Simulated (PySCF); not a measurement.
# Which determinant of SiAs lies lowest?

Unrestricted PBE0; PySCF, no relativity, basis sets Si 6-31G(d,p), As 6-31G(d,p). Outer shells of the fragments: Si 3s2 3p2; As 3d10 4s2 4p3.

Followed along the bond (rough minima from three points):

```
2Ms+1     unpaired  ⟨S²⟩ at the start  R at minimum (Å)  Te (eV)
    2          π ↑               0.77              2.19     0.00
    2          σ ↑               0.78              2.08     0.20
    4        π ↑↑↑               3.76  none in the scan   ≤ 1.48
    6  σ ↑, π ↑↑↑↑               8.75  none in the scan   ≤ 2.78
```

Solutions found at the starting distance of 2.290 Å, counted from the lowest of them; the search is not exhaustive and high or unbound solutions are not listed, so other states can lie among these:

| 2Ms+1 | unpaired | term | E (eV) | ⟨S²⟩ | ⟨Lz²⟩ | μ (D) |
| --- | --- | --- | --- | --- | --- | --- |
| 2 | π ↑ | ²Π | 0.00 | 0.77 | 1.01 | -0.86 |
| 2 | σ ↑ | ²Σ⁺ | 0.48 | 0.78 | 0.00 | -1.19 |
| 4 | π ↑↑↑ | ⁴Π | 1.54 | 3.76 | 1.00 | 0.49 |
| 4 | σ ↑, π ↑↑ | mixed | 1.78 | 3.76 | 2.01 | -0.54 |
| 2 | π ↑↑↓ | mixed | 1.93 | 1.76 | 3.02 | 0.47 |
| 2 | σ ↓, π ↑↑ | mixed | 2.24 | 1.77 | 2.01 | -0.34 |
| 4 | σ ↑, π ↑↑ | mixed | 2.28 | 3.76 | 2.00 | -0.87 |
| 2 | σ ↓, π ↑↑ | mixed | 2.74 | 1.77 | 2.00 | -0.69 |
| 6 | σ ↑, π ↑↑↑↑ | ⁶Σ⁺ | 3.01 | 8.75 | 0.00 | 1.20 |
| 2 | π ↑ | mixed | 3.20 | 0.75 | 3.01 | 0.45 |
| 4 | σ ↓, π ↑↑↑↑ | mixed | 4.05 | 4.78 | 0.00 | 2.07 |
| 4 | σ ↑, π ↑↑ | ⁴Σ⁻ | 5.11 | 3.75 | 0.00 | 0.16 |
| 4 | σ ↑↑, π ↑ | ⁴Π | 5.15 | 3.75 | 1.01 | -0.44 |
| 6 | σ ↑↑, π ↑↑↑ | ⁶Π | 6.24 | 8.75 | 1.00 | 0.77 |

A term symbol is given only where ⟨S²⟩ and ⟨Lz²⟩ are close to those of a pure state; real π, δ and φ orbitals otherwise mix terms. A positive dipole means Si(−)As(+).

Task: Compare the gap between the two lowest followed solutions at the starting distance with the gap between their minima.

Result: At PBE0 the second solution (doublet, unpaired electrons σ ↑) lies +0.48 eV from the first (doublet, unpaired electrons π ↑) at 2.290 Å and +0.20 eV at the minima; the two curves relax by different amounts, since their minima lie near 2.08 and 2.19 Å.

Spin–orbit coupling is left out. Counting both spins, an empty level lies below a filled one in some of these solutions, because spin and occupation are held.
